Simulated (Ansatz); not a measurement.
`CCS[Si](O)(O)O`, relaxed with RKS PBE0-D4/def2-TZVP in Ansatz from a GFN2-xTB geometry. The force threshold is 0.005 eV/Å; the program also tests the step.

Total charge 0; spin multiplicity 1.

Start:

```xyz
15

C    -0.339    0.928   -1.954
C     0.790    0.032   -1.485
S     1.423    0.535    0.157
Si   -0.022   -0.353    1.458
O     0.421   -0.052    2.992
O    -1.476    0.230    1.046
O    -0.112   -1.965    1.299
H     0.004    1.958   -2.017
H    -1.171    0.882   -1.257
H    -0.682    0.610   -2.937
H     0.473   -1.008   -1.411
H     1.649    0.100   -2.152
H     0.710    0.819    3.244
H    -2.261   -0.209    1.369
H     0.592   -2.506    1.649
```

Question: By how much does the energy fall, and how many steps does the optimiser take? (Estimate.)

Answer: Computed: 1.07 kcal/mol, in 13 steps, 1 of them rejected.

Question: Which bonds change most? (An estimate is asked.)

Answer: The calculation gave: S3–Si4 from 2.137 to 2.109 Å; Si4–O6 from 1.620 to 1.634 Å; Si4–O7 from 1.623 to 1.635 Å; Si4–O5 from 1.624 to 1.635 Å.

Question: Give the relaxed structure. (Best estimate.)

Answer: Computed: 
```xyz
15

C    -0.282    1.077   -1.971
C     0.665    0.009   -1.468
S     1.422    0.422    0.147
Si    0.015   -0.423    1.471
O     0.442    0.055    2.975
O    -1.482    0.036    1.002
O    -0.035   -2.057    1.489
H     0.227    2.038   -2.061
H    -1.125    1.197   -1.289
H    -0.669    0.801   -2.957
H     0.169   -0.959   -1.382
H     1.511   -0.121   -2.145
H     0.600    0.991    3.108
H    -2.194   -0.557    1.250
H     0.739   -2.509    1.830
```
